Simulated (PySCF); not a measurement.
# Broadened absorption spectrum of C4H4F2O

Compound: C4H4F2O.
SMILES: `C/C(F)=C/C(=O)F`

Computed with PySCF, TDDFT wB97X-D/def2-SVPD, vertical, gas phase, core orbitals frozen in the response. Isolated species at its GFN2-xTB geometry (one conformer only). Torsions of this conformer, `[CH3:1]/[C:2]([F:3])=[CH:4]/[C:5](=[O:6])[F:7]`: C2–C4–C5–O6 0°.

Computed states:

```json
{"state": "S1", "E (eV)": "5.32", "f": "0.0000"}
{"state": "S2", "E (eV)": "6.20", "f": "0.460"}
{"state": "S3", "E (eV)": "7.80", "f": "0.0005"}
{"state": "S4", "E (eV)": "7.84", "f": "0.015"}
{"state": "S5", "E (eV)": "8.40", "f": "0.038"}
{"state": "S6", "E (eV)": "8.44", "f": "0.0014"}
{"state": "S7", "E (eV)": "9.02", "f": "0.025"}
{"state": "S8", "E (eV)": "9.02", "f": "0.0013"}
```

Each state is given a Gaussian of 0.4 eV full width at half maximum, with ε(max) = 2.175×10⁸ f / Δν̃ (Δν̃ the width in cm⁻¹). The cross-section is σ = 3.8235×10⁻²¹ ε cm², given in Mb (10⁻¹⁸ cm²). The width is an assumption, not a result. The curve ends short of the highest state used, and states not computed would add to its high-energy end.

Q: What does the envelope look like, and where are its maxima?

A: 
(E (eV), σ (Mb)): (4.72, 0.00), (4.88, 0.00), (5.04, 0.00), (5.20, 0.00), (5.36, 0.00), (5.53, 0.05), (5.69, 1.25), (5.85, 13.78), (6.01, 62.41), (6.17, 116.40), (6.33, 89.40), (6.49, 28.27), (6.65, 3.68), (6.81, 0.20), (6.97, 0.00), (7.14, 0.00), (7.30, 0.03), (7.46, 0.33), (7.62, 1.73), (7.78, 3.74), (7.94, 3.57), (8.10, 3.32), (8.26, 7.33), (8.42, 10.02)

Maxima: 200 nm (6.20 eV), ε about 31000, made up of S2 (100%); 158 nm (7.85 eV), ε about 1000, made up of S4 (96%); 148 nm (8.40 eV), ε about 2600, made up of S5 (96%) (ε in L mol⁻¹ cm⁻¹; maxima over ε = 5, shares over 10%).

Q: Coming from long wavelengths, where does ε first pass 100 L mol⁻¹ cm⁻¹?

A: At about 220 nm (5.63 eV), 0.31 eV above S1.

Q: Does any computed singlet lie in the visible range?

A: No computed singlet lies in the visible range (380 to 750 nm); the lowest, at 233 nm, stands 2.06 eV above its violet end (3.26 eV).

Q: On this curve, what absorbance would a 10⁻⁴ mol/L sample give at 193 nm over a 1 cm path?

A: 193 nm is 6.424 eV, where ε is about 13000 L mol⁻¹ cm⁻¹, so A = ε c l ≈ 1.3 (Beer–Lambert, with the gas-phase spectrum and the assumed width).

The run took 27 s on one thread, Intel Xeon Platinum 8488C (x86_64) (shared host), and the process peaked at 0.74 GiB of memory.
